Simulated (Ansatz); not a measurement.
`C[S][Ge][F]` and `C[S][GeH]` differ in one atom or group.

Ansatz, PBE0-D4/def2-TZVP geometries, multiplicity 1. Each molecule was computed in one conformer, which needn't be the lowest.

Scalar relativity is left out up to krypton.

```
                                                                                  property  `C[S][Ge][F]`
                                            zero-point energy (PBE0-D4/def2-TZVP) / kJ/mol          108.1
                                                       HOMO–LUMO gap (PBE/def2-TZVPP) / eV           3.35
                                          size of the dipole moment (B3LYP/def2-TZVPP) / D           0.55
ideal-gas entropy at 298 K and 1 bar (rigid rotor, harmonic PBE0-D4/def2-TZVP) / J/(mol·K)            334
                                                       LUMO energy (B3LYP/def2-TZVPP) / eV          -2.41
                                                   HOMO–LUMO gap (ωB97M-V/def2-TZVPP) / eV           9.16
```

(1) What does the change do to each property? (Best estimate.)

Results:

(1) Computed: 
```csv
property,`C[S][GeH]`,shift
zero-point energy (PBE0-D4/def2-TZVP) / kJ/mol,120.0,11.9
HOMO–LUMO gap (PBE/def2-TZVPP) / eV,2.67,-0.68
size of the dipole moment (B3LYP/def2-TZVPP) / D,1.54,0.99
"ideal-gas entropy at 298 K and 1 bar (rigid rotor, harmonic PBE0-D4/def2-TZVP) / J/(mol·K)",310,-24
LUMO energy (B3LYP/def2-TZVPP) / eV,-2.52,-0.11
HOMO–LUMO gap (ωB97M-V/def2-TZVPP) / eV,8.45,-0.71
```

With PBE0 the HOMO rises by 0.60 eV and the LUMO falls by 0.12 eV, so the gap narrows by about 0.72 eV. PBE moves the HOMO by 0.52 eV and ωB97M-V by 0.59 eV. Dipoles are sizes alone; their direction can turn.

B3LYP here is the variant with VWN-RPA as its local correlation; programs differ in this.
